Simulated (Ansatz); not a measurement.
Cartesian coordinates in Å:
```
F -0.9151 -1.4716 -0.8016
B -0.9227 -0.9492 0.4048
O -0.1438 0.1347 0.7044
C 0.6805 0.7546 -0.1747
F 1.2760 1.7572 0.4472
F 1.6168 -0.0703 -0.6347
F 0.0106 1.2434 -1.2145
H -1.6023 -1.3989 1.2690
```

Total charge 0; spin multiplicity 1.

Problem. List the r2SCAN/def2-TZVPP orbital energies in eV (Ansatz). (Best estimate.)

Solution. Ansatz gave: Occupied: -667.78, -667.78, -667.76, -667.27, -517.89, -281.67, -183.28, -35.73, -33.09, -33.05, -32.79, -29.24, -19.12, -16.95, -16.09, -16.05, -14.53, -12.96, -12.64, -12.35, -12.11, -12.10, -11.43, -11.26, -10.61, -10.12, -9.97, -9.76. Lowest empty: -1.18, 1.39, 2.33, 2.77, 3.44, 3.60, 3.91, 4.83.
